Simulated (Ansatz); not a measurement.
`[CH3][SbH][SiH3]` + `[SiH3]S` → `[SiH3][S][SbH][SiH3]` + CH₄ at 298.15 K and 1 bar (ligand exchange at the Sb–C bond).

Calculated with Ansatz (gas phase, PBE0-D4/def2-TZVP geometries, no zero-point term in ΔE). CBS: MP2 limit from def2 TZ/QZ plus the TZ coupled-cluster correction, frozen cores. This one scheme is used for every species. def2 core potentials past Kr. For Sb outer-core shells are correlated without core-valence functions, which leaves a few kJ/mol of doubt a bond. One conformer a species, not always the lowest.

| species | CCSD(T)/CBS energy (Eh) | H − E (kJ/mol) | S (J/(mol·K)) |
| --- | --- | --- | --- |
| `[CH3][SbH][SiH3]` | -571.34920 | 198.4 | 348.2 |
| `[SiH3]S` | -689.27336 | 102.7 | 272.7 |
| `[SiH3][S][SbH][SiH3]` | -1220.19310 | 180.7 | 416.6 |
| CH₄ | -40.46206 | 127.4 | 186.2 |

H − E and S are ideal-gas, rigid-rotor, harmonic terms from PBE0-D4/def2-TZVP, for one conformer and one mirror image of each species. 1 Eh = 2625.50 kJ/mol, R = 8.31446 J/(mol·K).

Question: By hand: ΔE, ΔH, ΔS and ΔG.

Answer: ΔE = (-1220.19310) + (-40.46206) − (-571.34920) − (-689.27336) = -0.03260 Eh = -85.6 kJ/mol. Δ(H − E) = 180.7 + 127.4 − 198.4 − 102.7 = 7.0, so ΔH = -78.6 kJ/mol. ΔS = 416.6 + 186.2 − 348.2 − 272.7 = -18.1 J/(mol·K). ΔG = -78.6 − 298.15 × (-18.1)/1000 = -73.2 kJ/mol.

Question: By hand: the equilibrium constant, and the temperature at which ΔG would vanish if ΔH and ΔS stayed fixed.

Answer: log₁₀ K = −ΔG/(RT ln 10) = 12.8. ΔG = 0 at ΔH/ΔS = 4343 K, far beyond where these terms or the molecules hold.

ΔH outweighs TΔS. A doubt of 5 kJ/mol in ΔE shifts log₁₀ K by 0.9 here. Other conformers and mirror images would add mixing entropy, several J/(mol·K) or more a flexible species. Modes under 60 cm⁻¹, often nearly free rotors, make the harmonic entropy too high. These are equilibria of isolated gas molecules and say nothing of rates. Largest T1 diagnostic: 0.013 (customary marks: 0.02 for closed shells, 0.045 for open ones).
